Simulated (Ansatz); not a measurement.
Reactions of C$_{3}$H$_{7}$NOSi, SMILES `COC1=N[SiH]1C`.

Calculated with Ansatz (gas phase, PBE0-D4/def2-TZVP geometries, no zero-point term in ΔE). CCSD(T)/CBS is the MP2 limit (def2-TZVPP, def2-QZVPP) plus CCSD(T) − MP2 in def2-TZVPP, frozen cores. This one scheme is used for every species, atoms too. Functionals use def2-TZVPP. No spin–orbit coupling; open shells (•) take unrestricted orbitals. Spin–orbit coupling would lower the free atoms: a little for C, O, Si. One conformer a species, not always the lowest.

| reaction | CCSD(T)/CBS(def2) (eV) |
| --- | --- |
| `COC1=N[SiH]1C` → `C=C1O[Si]1(C)N` | -1.78 |
| `COC1=N[SiH]1C` → `C=C/N=C/O[SiH3]` | -0.96 |
| `COC1=N[SiH]1C` → `C=C1O[SiH2]C1N` | -0.67 |
| `COC1=N[SiH]1C` → `C=CN([SiH3])C=O` | -1.00 |
| `COC1=N[SiH]1C` → 3 C• + 7 H• + N• + O• + Si• | ? |
| `COC1=N[SiH]1C` → `C[SiH2]C1N=CO1` | 0.33 |
| `COC1=N[SiH]1C` + H₂ → `C[SiH]1C=N1` + CH₃OH | ? |
| `COC1=N[SiH]1C` + H–F → `C[SiH]1N=C1F` + CH₃OH | ? |
| `COC1=N[SiH]1C` → `N=CC(O)=C[SiH3]` | 0.08 |

(1) Fill in the missing values. (An estimate is asked.)

Largest T1 diagnostic: 0.015, for `C=CN([SiH3])C=O`.

## Answers

(1) The calculation gave: `COC1=N[SiH]1C` → 3 C• + 7 H• + N• + O• + Si•: +52.25 eV; `COC1=N[SiH]1C` + H₂ → `C[SiH]1C=N1` + CH₃OH: -0.17 eV; `COC1=N[SiH]1C` + H–F → `C[SiH]1N=C1F` + CH₃OH: +0.54 eV.
